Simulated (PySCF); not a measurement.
A structure optimised at PBE-D3(BJ)/def2-TZVP, used in a PySCF frequency run:

```xyz
3

Bi     0.0000     0.0000    -0.2410
F      0.0000    -1.5211     1.1111
F      0.0000     1.5211     1.1111
```
Charge 0, spin multiplicity 2.

**Question.** Write its SMILES, formula and point group.

**Answer.** [F][Bi][F], BiF2, C2v

**Question.** What are its rotational constants (standard atomic weights)?

**Answer.** 8.5982, 5.7481, 3.4450 GHz
